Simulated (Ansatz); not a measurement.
Consider the formal loss of a carbene: `OCBF` → `[CH2]` (triplet) + `OBF`.

Program: Ansatz. Geometries: PBE0-D4/def2-TZVP. ΔE: electronic, gas phase. CCSD(T)/CBS is extrapolated from def2-TZVPP and def2-QZVPP, frozen cores. Functionals use def2-TZVPP. B3LYP here is the variant with VWN-RPA as its local correlation; programs differ in this. Triplets are unrestricted, without spin–orbit coupling. Each species was taken in one conformer, which may not be the lowest.

```csv
level,ΔE (kcal/mol),difference from CCSD(T)/CBS
PBE-D4,58.8,4.2
r2SCAN-D4,50.3,-4.3
B3LYP-D4,54.3,-0.3
ωB97X-V,59.3,4.7
ωB97M-V,56.5,1.9
B2PLYP,52.8,-1.8
PBE,57.7,3.1
r2SCAN,50.0,-4.6
HF/def2-TZVPP,20.1,-34.5
SCS-MP2/def2-TZVPP,54.6,0.0
CCSD/def2-TZVPP,49.6,-5.0
HF/def2-QZVPP,20.1,-34.5
MP2/def2-QZVPP,55.2,0.6
CCSD(T)/def2-QZVPP,53.6,-1.0
HF/CBS(def2),20.1,-34.5
MP2/CBS(def2),56.4,1.8
CCSD(T)/CBS,54.6,0
```

Largest T1 diagnostic among the species: 0.013.

From PBE to PBE0 (25 % exact exchange), in def2-TZVPP and without D4, ΔE moves by −2.8 kcal/mol. The D4 term adds +1.8 kcal/mol with B3LYP and +0.9 kcal/mol with PBE0; it sums over pairs of atoms, weighted by their polarisabilities, and B3LYP, whose exchange is more repulsive, gets the larger term. In def2-TZVPP, CCSD(T) changes the Hartree–Fock value by +32.1 kcal/mol (the triples alone add +2.5 kcal/mol) and MP2 by +33.3 kcal/mol.
